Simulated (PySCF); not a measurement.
A side-by-side comparison of computed properties.

First species: C₂H₁₁ClS₂Si₃.
SMILES: `CS[Si@H]([SiH2]Cl)SC[SiH3]`

Second species: C6H11NSSi2.
Numbering: `[SiH3:1][NH:2][SiH2:3][S:4][c:5]1[cH:6][cH:7][cH:8][cH:9][cH:10]1` (hydrogens: H11, H12, H13 on Si1; H14 on N2; H15, H16 on Si3; H17 on C6; H18 on C7; H19 on C8; H20 on C9; H21 on C10)

Levels: PBE0/pcSseg-1 for dipole moment, HOMO energy, LUMO energy and HOMO–LUMO gap; GFN2-xTB for rotational constant A and rotational constant C. Geometries: GFN2-xTB. Each structure is a single optimised conformer of the isolated species, non-relativistic unless stated; the electronic structure was computed with PySCF and density fitting.

Dipoles, sizes and rotational constants follow the conformer. The torsions of the flexible species, by atom-mapped SMILES:
- `[CH3:1][S:2][Si@H:3]([SiH2:4][Cl:5])[S:6][CH2:7][SiH3:8]`: C1–S2–Si3–Si4 -51°, S2–Si3–Si4–Cl5 83°, S2–Si3–S6–C7 -42°, Si3–S6–C7–Si8 174°
- `[SiH3:1][NH:2][SiH2:3][S:4][c:5]1[cH:6][cH:7][cH:8][cH:9][cH:10]1`: Si1–N2–Si3–S4 176°, N2–Si3–S4–C5 -170°, Si3–S4–C5–C6 -22°

| property | column X | column Y |
| --- | --- | --- |
| dipole moment | 0.75 D | 0.88 D |
| HOMO energy | -6.44 eV | -6.98 eV |
| LUMO energy | -0.49 eV | -1.10 eV |
| HOMO–LUMO gap | 5.95 eV | 5.88 eV |
| rotational constant A | 3.105 GHz | 1.334 GHz |
| rotational constant C | 0.299 GHz | 0.277 GHz |

(1) Which column belongs to which species?

(2) How does each property change from the first species to the second?

## Answers

(1) Column X is the second species and column Y the first. The first has 19 atoms and 114 electrons, the second 21 and 98.

(2) dipole moment -0.13 D; HOMO energy +0.54 eV; LUMO energy +0.61 eV; HOMO–LUMO gap +0.07 eV; rotational constant A +1.771 GHz; rotational constant C +0.022 GHz.

On the first: A dipole of 0.88 D is allowed in C1, and pure rotational transitions are dipole-allowed. The dipole matches unit charges of opposite sign 0.18 Å apart (1 e·Å = 4.8032 D).

On the second: The dipole equals about 2.5 × 10⁻³⁰ C·m (1 D = 3.33564 × 10⁻³⁰ C·m).
